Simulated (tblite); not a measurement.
Compound: C4H5N2O (doublet state).
Atom-mapped SMILES: `[O:1][CH2:2][c:3]1[cH:4][n:5][nH:6][cH:7]1` (hydrogens: H8, H9 on C2; H10 on C4; H11 on N6; H12 on C7)

The geometry is computed with GFN2-xTB (gas phase). This method treats the open shell by occupation alone, without spin polarisation.

**Question.** List the bond lengths, angles and torsions at this level.

**Answer.** 
| bond | length (bohr) |
| --- | --- |
| O1–C2 | 2.472 |
| C2–C3 | 2.815 |
| C3–C4 | 2.675 |
| C4–N5 | 2.481 |
| N5–N6 | 2.520 |
| N6–C7 | 2.537 |
| C3–C7 | 2.618 |
| C2–H8, C2–H9 | 2.123 |
| C4–H10 | 2.025 |
| N6–H11 | 1.905 |
| C7–H12 | 2.022 |

Bonds in one row agree within 0.02 bohr and their mean is given. A selection of angles:
| angle | degrees |
| --- | --- |
| O1–C2–C3 | 118.8 |
| O1–C2–H8 | 110.4 |
| C3–C2–H8 | 108.2 |
| H8–C2–H9 | 99.0 |
| C2–C3–C4 | 127.9 |
| C2–C3–C7 | 128.1 |
| C4–C3–C7 | 104.0 |
| C3–C4–N5 | 111.1 |
| C3–C4–H10 | 128.3 |
| N5–C4–H10 | 120.6 |
| C4–N5–N6 | 105.9 |
| N5–N6–C7 | 112.5 |
| N5–N6–H11 | 119.7 |
| C7–N6–H11 | 127.8 |
| N6–C7–H12 | 123.5 |
| C3–C7–N6 | 106.6 |
| C3–C7–H12 | 130.0 |

Torsions: O1–C2–C3–C4 180° (antiperiplanar).

C4 (carbon bonded to C, N and H) is planar (angles 128.3°, 120.6° and 111.1°, sum 360.0°, 0.00 Å off the plane of its three neighbours). C7 (carbon bonded to C, N and H) is planar (angles 130.0°, 123.5° and 106.6°, sum 360.0°, 0.00 Å off the plane of its three neighbours). N6 (nitrogen bonded to C, N and H) is planar (angles 127.8°, 119.7° and 112.5°, sum 360.0°, 0.00 Å off the plane of its three neighbours). C3 (carbon bonded to 3 C) is planar (angles 128.1°, 127.9° and 104.0°, sum 360.0°, 0.00 Å off the plane of its three neighbours). The C–N distances run from 1.313 Å (C4–N5, aromatic) to 1.342 Å (N6–C7, aromatic), a spread of 0.029 Å. The 7 heavy atoms lie in one plane (0.000 Å rms). The 5-membered ring C3–C4–N5–N6–C7 has internal angles of 104.0° to 112.5°; it is planar, 0.00 Å rms from its mean plane, widest ring torsion 0°.

Point group: Cs (tolerance 0.08 Å). Its GFN2-xTB frequencies are all real (lowest 74 cm⁻¹).

One conformer stands for the species.
